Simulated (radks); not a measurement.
Numerical settings for neutral tungsten, [Xe] 4f14 5d4 6s2. All-electron calculation, Dirac Kohn-Sham, BLYP, spin-unpolarised, spherical densities, point nucleus; open shells fill j = l - 1/2 first. Program: a radial shooting solver on a logarithmic mesh with Libxc functionals. The defaults (mesh step 0.008 in ln r, mesh end at 40 bohr or more with all orbitals vanishing there, Anderson mixing 0.5 over 9 steps, residual threshold near 1e-9 with the energy settled to 1e-9 hartree or 1e-11 of itself, here a cap of 55 iterations) give E = -16166.8981 hartree and 5d3/2 at -4.504 eV in 15 iterations. Run on one thread of a shared host, so times are rough (Arm Neoverse V1): 0.21 s of CPU time, 0.21 s wall, 15 iterations on 2728 mesh points. Changes against that run (0 stands for a change within the tolerance of the run):

setting                    iterations  converged  E (mhartree)  e(5d3/2) (meV)  CPU (s)
mesh step in ln r 0.005            15        yes             0               0     0.33
mesh step in ln r 0.003            15        yes             0               0     0.52
mesh step in ln r 0.12              4         no      diverged               -     0.01
mesh end (bohr) 400                15        yes             0               0     0.21
mesh end (bohr) 20                 15        yes             0               0      0.2
residual threshold 1e-13           24        yes             0               0     0.26
residual threshold 0.001            9        yes             0           +2.71     0.16
mixing 0.2                         18        yes             0               0     0.24
linear mixing, mixing 0.2          55         no             0          -0.013     0.53
linear mixing, mixing 1            55         no     +3.53e+05       -1.08e+06      2.9
mixing history 20                  21        yes             0               0     0.26
iteration cap 8                     8         no             0           +2.71     0.12

No run marked as converged misses the energy by more than 1 mhartree. A mesh that ends early acts as a hard wall.
